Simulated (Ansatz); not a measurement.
Ideal-gas functions of `[OH][Nb]([F])([F])([F])[F]` at 800 K and 1 bar, from an Ansatz frequency run at PBE0-D4/def2-TZVP.

Molar mass 185.9 g/mol, point group C3v (symmetry number 3), electronic degeneracy 1, moments of inertia 193.372, 226.064, 226.856 u Å². Harmonic wavenumbers (cm⁻¹, unscaled): 77, 78, 195, 196, 273, 286, 289, 401, 402, 635, 715, 730, 731, 779, 3972.

Use S(trans) = R[1.5 ln M + 2.5 ln T − 1.1517]; rotational temperatures θ = 24.2544 K / I; S(rot) = R[ln(√π/σ · √(T³/θAθBθC)) + 1.5]; for each mode x = 1.438777 ν̃/T, S = R[x/(eˣ − 1) − ln(1 − e⁻ˣ)] and H = RT x/(eˣ − 1); 1 cm⁻¹ = 0.0119627 kJ/mol; R = 8.31446 J/(mol·K).

By hand: the entropy, in J/(mol·K).

Translation 194.5. Rotation: θ = 0.1254, 0.1073, 0.1069 K, giving 118.7. Vibration, mode by mode: 24.76, 24.65, 17.07, 17.03, 14.31, 13.93, 13.85, 11.21, 11.19, 7.65, 6.77, 6.62, 6.61, 6.16, 0.05, in all 181.9. Electronic 0.0. Sum 495.1 J/(mol·K).

By hand: H − E and G − E in kJ/mol, counted from the electronic energy.

Zero-point energy ½ × 9759 × 0.0119627 = 58.4; thermal vibration 64.2; translation, rotation and pV give 4 RT = 26.6. H − E = 149.2 kJ/mol, and G − E = 149.2 − 800 × 495.1/1000 = -246.9 kJ/mol.

Vibration gives 37 % of the entropy, 49.4 J/(mol·K) of it from the modes under 150 cm⁻¹: soft modes count most, and the harmonic formula is weakest for them. The sum counts one conformer and one mirror image; others add a mixing term.
